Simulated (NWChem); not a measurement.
Species: C₃H₈N anion

```xyz
12

C      0.1616     1.4166     0.0945
C     -0.1163    -0.0533    -0.3471
C      1.0731    -0.9344     0.0836
N     -1.3142    -0.6168     0.1561
H      1.1090     1.8225    -0.3241
H      0.2002     1.4676     1.1969
H     -0.6640     2.0646    -0.2417
H     -0.0355    -0.0025    -1.4878
H      2.0415    -0.5548    -0.2918
H      1.1058    -0.9797     1.1860
H      0.9200    -1.9596    -0.2867
H     -2.0974    -0.0027    -0.0905
```
Atoms are numbered in this order, from 1.

Program: NWChem. Pople sets run with spherical d functions. Coordinates come from a B3LYP/def2-SVPD optimisation. No frequency run checked for a minimum. The gas-phase anion has a positive highest level at the geometry level, so the gas reference is doubtful. Level: M06-2X/6-31+G* with SMD (1 M gas to 1 M solution), gas-phase geometry. Reactions with the solvent are ignored.

Q: Predict the results for solvent N,N-dimethylformamide. Quantities: solvation free energy (kcal/mol); cavity-dispersion-structure term (kcal/mol).

A: 
| Property | Result |
|---|---|
| solvation free energy (kcal/mol) | -71.4 |
| cavity-dispersion-structure term (kcal/mol) | 1.0 |
